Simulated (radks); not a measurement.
The numbers below are computed, except where a source is named.
The tungsten ion W+ inside a hard spherical wall (all orbitals vanish at R), configuration held at [Xe] 4f14 5d4 6s1 and not refilled when levels cross. Code: a radial shooting solver on a logarithmic mesh with Libxc functionals. Model: scalar-relativistic Kohn-Sham, LDA (Slater exchange, Perdew-Wang correlation), spin-unpolarised, spherical densities, point nucleus. Eigenvalues in eV, with the zero of energy where the potential of the charges vanishes at infinity; a dash marks a level that is unbound or too diffuse for the functional's potential to be trusted. A positive occupied level is held by the wall or, in an anion where self-interaction has pushed it up, behind a barrier. The pressure on the wall is -dE/dV.

R (bohr),E (hartree),kinetic (hartree),e(5p),e(4f),e(6s),e(5d),"e(6p, empty)","e(7s, empty)",pressure (GPa)
free,-16132.7607,17774.916,-50.967,-41.032,-12.478,-11.995,-6.992,-3.220,0
6,-16132.7447,17775.047,-50.450,-40.486,-11.918,-11.531,-5.604,5.888,1.57
3.5,-16132.0631,17778.201,-43.753,-32.898,0.667,-4.256,13.749,64.170,214
3,-16131.1451,17781.996,-38.847,-27.111,13.917,2.139,31.705,108.09,742
2.5,-16128.6013,17792.266,-28.848,-15.683,44.559,15.885,70.214,193.66,3170
2,-16120.1511,17824.498,-3.497,9.881,124.24,50.313,163.05,382.24,17900
1.5,-16084.4473,17947.316,81.907,76.544,368.70,158.48,430.62,881.79,150000
